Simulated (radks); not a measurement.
Initial-state core-level shifts of the silicon ion Si3+ when its valence configuration changes from [Ne] 3s1. Method: Dirac Kohn-Sham, LDA (Slater exchange, Perdew-Wang correlation), spin-unpolarised, spherical densities, point nucleus; open shells fill j = l - 1/2 first; computed with a radial shooting solver on a logarithmic mesh with Libxc functionals. Shifts are changes of the shell-averaged eigenvalues in eV (positive: less bound).

valence          1s      2s      2p
3s0.5 3p0.5  -0.588  -0.608  -0.594
3p1          -1.170  -1.211  -1.182
